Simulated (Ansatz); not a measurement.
The molecule FeCl, multiplicity 6 (the spin of the measured ground state). No spin–orbit coupling. Fe is treated without relativity.

D_e counts from the fitted minimum to each atom's lowest state at the same level, without counterpoise.

Correlated levels freeze the inner cores; with def2 sets outer-core shells near the valence are correlated too.

The values were computed with Ansatz (Gaussian basis) for Hartree–Fock, density functionals and correlated methods. Each number belongs to the level named beside it.

PBE/def2-TZVPP gives 3.707 eV for the bond energy D_e.

Question: Where do these levels fall relative to PBE: r2SCAN/def2-TZVPP, PBE0/def2-TZVPP, wB97M-V/def2-TZVPP, CCSD(T)/def2-TZVPP.

Answer: r2SCAN/def2-TZVPP 0.243; PBE0/def2-TZVPP 0.108; wB97M-V/def2-TZVPP -0.219; CCSD(T)/def2-TZVPP -0.303 eV. 2 of 4 lie above PBE; the widest gap is to CCSD(T)/def2-TZVPP.

Ansatz is a quantum-chemistry and plane-wave program.
